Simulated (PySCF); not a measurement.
(E)-1-bromo-2-chloroprop-1-ene (C3H4BrCl), SMILES C/C(Cl)=C\Br.

Geometry: r2SCAN-D4/def2-SVP.

Level of theory: TDDFT-PBE0/def2-SVPD run with PySCF.

Vertical excitations.  State labels are in the subgroup Cs.

```csv
state,symmetry,energy (eV),λ (nm),f,main pairs
S1,A",5.15,241,0.000,HOMO→LUMO+1 98 %
S2,A',5.99,207,0.311,HOMO→LUMO 95 %
S3,A",6.41,193,0.001,"HOMO→LUMO+2 77 %, HOMO→LUMO+3 18 %"
S4,A",6.52,190,0.000,HOMO−1→LUMO 99 %
S5,A',6.55,189,0.004,HOMO−1→LUMO+1 96 %
S6,A",6.73,184,0.024,"HOMO→LUMO+3 76 %, HOMO→LUMO+2 20 %"
S7,A",7.11,174,0.000,HOMO−2→LUMO 99 %
S8,A',7.39,168,0.029,HOMO−2→LUMO+1 89 %
S9,A",7.45,167,0.000,"HOMO→LUMO+4 82 %, HOMO−3→LUMO+1 14 %"
S10,A",7.55,164,0.000,"HOMO−3→LUMO+1 74 %, HOMO→LUMO+4 15 %"
T1,A',3.78,328,0,HOMO→LUMO 92 %
T2,A",4.62,268,0,HOMO→LUMO+1 97 %
T3,A',5.87,211,0,HOMO−1→LUMO+1 91 %
T4,A",6.07,204,0,"HOMO→LUMO+2 51 %, HOMO→LUMO+3 32 %, HOMO−3→LUMO+1 10 %"
```
Triplets are in the Tamm–Dancoff approximation, which puts them higher than full response would, so one can lie above its singlet here.
